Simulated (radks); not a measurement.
Polarisabilities and homonuclear dispersion coefficients (atomic units). Code: a radial shooting solver on a logarithmic mesh with Libxc functionals. Model: scalar-relativistic Kohn-Sham, LB94 model potential, spin-polarised, spherical densities, finite nucleus; open shells are filled with parallel spins first (spin-orbit coupling, left out, can overturn this in heavy ions); Fermi nuclear charge, rms radius of each element as measured or else 0.836 A^(1/3) + 0.57 fm. Response by self-consistent Sternheimer equations with the Hartree and adiabatic LDA kernel, the relativistic mass of each level held fixed and spin-orbit coupling left out. For heavy and open-shell atoms this level of theory can miss by tens of per cent. "Uncoupled" leaves out the induced potential. Quadrupole and octupole values are given only where no p, d or f shell is open.

Hf: configuration [Xe] 4f14 5d2 6s2; alpha1 (bohr^3) 74.10; alpha1, uncoupled 145.1; C6 882.5; recommended alpha1 103 +/- 6
Hf+: configuration [Xe] 4f14 5d1 6s2; alpha1 (bohr^3) 42.59; alpha1, uncoupled 77.00; C6 394.6
Hf2+: configuration [Xe] 4f14 5d2; alpha1 (bohr^3) 12.44; alpha1, uncoupled 17.74; C6 65.60
Hf3+: configuration [Xe] 4f14 5d1; alpha1 (bohr^3) 5.837; alpha1, uncoupled 9.232; C6 27.92
Hf4+: configuration [Xe] 4f14; alpha1 (bohr^3) 3.187; alpha1, uncoupled 5.842; alpha2 (bohr^5) 5.061; alpha3 (bohr^7) 22.79; C6 14.48; C8 131.4
Hf5+: configuration [Xe] 4f13; alpha1 (bohr^3) 2.593; alpha1, uncoupled 4.539; C6 10.87
Hf6+: configuration [Kr] 4d10 4f13 5s2 5p5; alpha1 (bohr^3) 2.188; alpha1, uncoupled 3.776; C6 8.239

Recommended values: Schwerdtfeger and Nagle, table of static dipole polarisabilities (2023 update), measured or computed.
